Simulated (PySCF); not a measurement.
Job file and geometry (Å, from GFN2-xTB) of an NMR shielding run on `InChI=1S/C5H11BF2Si2/c7-6(8)4-10-3-1-2-9-5-10/h1-2,10H,3-5,9H2/t10-/m0/s1`, GIAO PBE0/pcSseg-1 NMR shielding, non-relativistic, gas phase in PySCF 2.14.0, density-fitted response routines; density fitting, a coarse starting grid and PySCF grid level 2 are the driver's defaults:

```
$ OMP_NUM_THREADS=1 python probes_run.py task.json out

{"job": {"kind": "nmr", "xc": "PBE0", "basis": "pcSseg-1"}, "charge": 0, "multiplicity": 1}
F      2.530260    -0.550232    -1.915480
B      2.556180     0.262547    -0.868562
F      2.620619     1.542029    -1.207470
C      2.410792    -0.227806     0.588155
Si     0.539673    -0.288623     1.056148
C     -0.349681    -1.513752    -0.111651
C     -1.833986    -1.440608     0.016675
C     -2.536866    -0.316680    -0.098338
Si    -1.741239     1.363979    -0.348884
C     -0.262739     1.419557     0.864522
H      2.890954     0.441055     1.295696
H      2.820892    -1.223528     0.727654
H      0.487797    -0.784083     2.445402
H     -0.010404    -2.535425     0.055990
H     -0.067632    -1.252412    -1.134476
H     -2.340040    -2.379781     0.212868
H     -3.613485    -0.379504    -0.014050
H     -1.259029     1.531175    -1.726906
H     -2.704795     2.427328    -0.032034
H      0.465203     2.149272     0.516154
H     -0.611393     1.772434     1.832816
```

**Question.** Write the output of this run.

**Answer.** 
```
coarse grid: 18760 points
cycle   1  E = -999.8687386893  dE =  1.020e+00  |g| = 7.839e-01  |ddm| = 4.200e+00
cycle   2  E = -999.8139464507  dE =  5.479e-02  |g| = 9.898e-01  |ddm| = 1.161e+00
cycle   3  E = -999.9899518018  dE = -1.760e-01  |g| = 8.219e-02  |ddm| = 6.702e-01
cycle   4  E = -999.9910874454  dE = -1.136e-03  |g| = 3.387e-02  |ddm| = 8.410e-02
cycle   5  E = -999.9913377162  dE = -2.503e-04  |g| = 1.002e-02  |ddm| = 3.497e-02
cycle   6  E = -999.9913606979  dE = -2.298e-05  |g| = 3.599e-03  |ddm| = 1.159e-02
cycle   7  E = -999.9913638846  dE = -3.187e-06  |g| = 5.377e-04  |ddm| = 3.316e-03
final grid: 173400 points
cycle   8  E = -1000.0562096100  dE = -6.485e-05  |g| = 8.509e-03  |ddm| = 2.966e-02
cycle   9  E = -1000.0562032157  dE =  6.394e-06  |g| = 9.770e-03  |ddm| = 1.631e-02
cycle  10  E = -1000.0562277988  dE = -2.458e-05  |g| = 5.953e-04  |ddm| = 9.246e-03
cycle  11  E = -1000.0562278538  dE = -5.497e-08  |g| = 3.563e-04  |ddm| = 8.946e-04
cycle  12  E = -1000.0562278846  dE = -3.081e-08  |g| = 8.259e-05  |ddm| = 3.299e-04
cycle  13  E = -1000.0562278860  dE = -1.388e-09  |g| = 3.400e-05  |ddm| = 9.555e-05
cycle  14  E = -1000.0562278863  dE = -2.883e-10  |g| = 3.303e-06  |ddm| = 3.366e-05
converged SCF energy = -1000.0562278863

GIAO shielding tensors (ppm)
atom      isotropic    diamagn.    paramagn.     s11        s22        s33       span
  0 F      241.053     468.919    -227.867     67.584    296.362    359.212    291.628
  1 B       71.089     194.515    -123.426     37.084     81.856     94.326     57.242
  2 F      240.669     468.472    -227.803     69.454    293.191    359.361    289.907
  3 C      183.635     260.965     -77.331    174.708    183.355    192.841     18.133
  4 Si     372.019     883.382    -511.363    338.405    381.619    396.034     57.629
  5 C      167.745     258.797     -91.053    150.293    168.605    184.336     34.043
  6 C       30.456     254.762    -224.306    -95.254     27.497    159.125    254.379
  7 C       56.687     261.138    -204.451    -54.881     50.566    174.376    229.257
  8 Si     412.514     881.344    -468.831    390.953    407.758    438.831     47.878
  9 C      201.489     260.952     -59.463    196.198    200.548    207.721     11.523
 10 H       31.215      30.748       0.467     27.455     28.060     38.131     10.677
 11 H       31.286      31.201       0.085     27.271     28.082     38.505     11.234
 12 H       27.162      31.109      -3.948     24.066     24.395     33.024      8.958
 13 H       29.804      33.121      -3.317     24.987     28.724     35.702     10.715
 14 H       30.162      35.177      -5.015     25.937     28.805     35.745      9.807
 15 H       24.418      30.243      -5.824     21.549     25.069     26.637      5.088
 16 H       25.616      29.247      -3.630     24.100     25.838     26.911      2.811
 17 H       27.257      30.280      -3.023     23.950     25.592     32.228      8.279
 18 H       27.201      29.339      -2.138     23.315     24.845     33.444     10.130
 19 H       31.725      33.971      -2.245     26.080     29.619     39.476     13.396
 20 H       31.703      31.996      -0.294     25.935     28.164     41.009     15.075
```

Size and cost of the density-fitted run: 239 basis functions, 65 s wall time on 1 thread of an Arm Neoverse V1, shared host; peak memory 1.1 GiB.
